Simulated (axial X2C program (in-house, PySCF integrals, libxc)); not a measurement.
**What spin–orbit coupling does to ScSi⁻**

Calculated with an axial X2C code built on PySCF integrals. Spin-free means the one-electron spin-free X2C Hamiltonian; two-component (2c) means X2C with spin–orbit coupling and atomic mean-field two-electron Coulomb and Gaunt terms, so the difference of the two also holds small scalar two-electron terms. Basis: Sc dyall-acv3z [11s12p8d5f2g], Si dyall-av3z [9s8p3d2f] (cores contracted in-house); Gaussian nuclei, density fitting, unrestricted open shells. Masses: Sc 44.956 u, Si 27.977 u.

Spin-free state: M_S = 1, Λ = 0 (beyond evenly filled blocks: π+α, π-α); fragments Sc + Si-.

| level | Re (Å) | ωe (cm⁻¹) | De (eV) | μ (D) |
| --- | --- | --- | --- | --- |
| PBE0 | 2.565 | 308.4 | 1.784 | -0.85 |

Dipoles are positive if Si is the positive end and refer to the centre of mass.

Two-component determinant lowest at the distance of the search:

Ω = 1 (⟨Sz⟩ = 1.00, ⟨Lz⟩ = 0.00 at PBE0); fragments Sc + Si-.

```tsv
level	Re (Å)	ωe (cm⁻¹)	De (eV)	μ (D)
PBE0	2.565	308.2	1.783	-0.84
```

Task: From the two tables, how do the constants change at the PBE0 level (2c against spin-free)?

Result: At the PBE0 level Re is unchanged within 0.001 Å and ωe is unchanged to within 0.2 cm⁻¹; De is not compared, since the atomic limits differ or miss part of their spin–orbit lowering.

De is counted from the lowest determinant-based energies of the atoms at the same level, without counterpoise correction. Density functionals use the spin component along the axis (collinear). In 2c an atomic determinant is not the ground J level, so De misses part of the atomic spin–orbit lowering. This holds for PBE0. The functionals have no current-density term, which raises determinants with orbital currents, atoms included. The state is one determinant with fixed occupations, lowest in a PBE0 search at one distance only: followed along the bond, the 2c determinant Ω = 2 reaches 0.03 eV lower at PBE0, at Re = 2.409 Å, so the state shown is not the lowest. With several unpaired electrons one determinant need not be a pure state. Open-shell Ω = 0 determinants with evenly filled partner blocks cannot be reached by this program, so the Ω shown need not be the lowest component. This is the Ω = 1 component of a π² triplet; the 0⁺ component is not one determinant and can lie lowest. The highest occupied level of some functionals is positive through self-interaction error; at Hartree–Fock it is bound. The determinant is spin-polarised beyond a pure state at some levels (its spin-free form has ⟨S²⟩ too high), which makes Re and μ there less reliable.
